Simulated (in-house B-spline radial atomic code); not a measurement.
**The rhodium ion Rh³⁺: [Kr] 4d6**

Method: non-relativistic PBE0, spin-polarised, spherical fractional occupations, exact exchange averaged over the configuration, point nucleus. Calculated with a radial B-spline atomic code at the basis-set limit.

Effective charges: Z_r = [3n² - l(l+1)]/(2<r>) from the radius, Z_e = n√(-2ε) from the energy, and Slater's rules. Values are occupation-weighted means over spin.

```json
{"shell": "1s", "electrons": "2", "ε (eV)": "-22490", "<r> (bohr)": "0.03385", "Z_r": "44.31", "Z_e": "40.66", "Slater": "44.70"}
{"shell": "2s", "electrons": "2", "ε (eV)": "-3250.5", "<r> (bohr)": "0.1472", "Z_r": "40.76", "Z_e": "30.91", "Slater": "40.85"}
{"shell": "2p", "electrons": "6", "ε (eV)": "-3014", "<r> (bohr)": "0.126", "Z_r": "39.69", "Z_e": "29.77", "Slater": "40.85"}
{"shell": "3s", "electrons": "2", "ε (eV)": "-617.43", "<r> (bohr)": "0.4022", "Z_r": "33.56", "Z_e": "20.21", "Slater": "33.75"}
{"shell": "3p", "electrons": "6", "ε (eV)": "-523.36", "<r> (bohr)": "0.3953", "Z_r": "31.62", "Z_e": "18.61", "Slater": "33.75"}
{"shell": "3d", "electrons": "10", "ε (eV)": "-350.42", "<r> (bohr)": "0.3696", "Z_r": "28.41", "Z_e": "15.22", "Slater": "23.85"}
{"shell": "4s", "electrons": "2", "ε (eV)": "-117.64", "<r> (bohr)": "1.002", "Z_r": "23.95", "Z_e": "11.76", "Slater": "17.25"}
{"shell": "4p", "electrons": "6", "ε (eV)": "-88.086", "<r> (bohr)": "1.077", "Z_r": "21.36", "Z_e": "10.18", "Slater": "17.25"}
{"shell": "4d", "electrons": "6", "ε (eV)": "-42.917", "<r> (bohr)": "1.349", "Z_r": "15.57", "Z_e": "7.10", "Slater": "7.25"}
```

The least bound orbital is 4d down at -40.02 eV, and it is also the most diffuse (<r> = 1.366 bohr).

The density falls to 0.001 bohr⁻³ at 3.134 bohr; Σ<r²> = 26.286 bohr² gives, by the non-relativistic formula and without the paramagnetism of open shells, a Langevin diamagnetic susceptibility of -20.82×10⁻⁶ cm³/mol.
